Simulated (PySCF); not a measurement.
Basis-set dependence of AsH⁺ at PBE0

PySCF, UKS reference; doublet, unpaired electrons π ↑; De to As⁺ + H without counterpoise correction.

```json
{"basis": "def2-SVPD", "relativity": "no relativity", "functions": "46", "Re (Å)": "1.538", "ωe (cm⁻¹)": "2213", "De (eV)": "3.10", "μ (D)": "0.83"}
{"basis": "cc-pVTZ-PP/cc-pVTZ", "relativity": "scalar-relativistic core potentials", "functions": "53", "Re (Å)": "1.535", "ωe (cm⁻¹)": "2187", "De (eV)": "3.07", "μ (D)": "0.75"}
{"basis": "def2-TZVPPD", "relativity": "no relativity", "functions": "71", "Re (Å)": "1.535", "ωe (cm⁻¹)": "2199", "De (eV)": "3.11", "μ (D)": "0.82"}
```

(1) How does each smaller set differ from the one with most functions, def2-TZVPPD?

A positive dipole points towards H; it is taken about the centre of mass and depends on that origin. Spin–orbit coupling is left out. For an ion De counts to the pair picked by the measured ionisation energies or electron affinities, which need not be the lowest pair at this level. The state is the lowest determinant that a PBE0 search found; another state may lie lower at other levels.

Answers

(1) def2-SVPD: +0.3 pm, +0.6 % in ωe, -0.01 eV in De; cc-pVTZ-PP/cc-pVTZ: +0.0 pm, -0.5 % in ωe, -0.04 eV in De. All at PBE0; the set with most functions is neither the basis-set limit nor always the best. The rows treat relativity differently, so the differences are not basis effects alone.
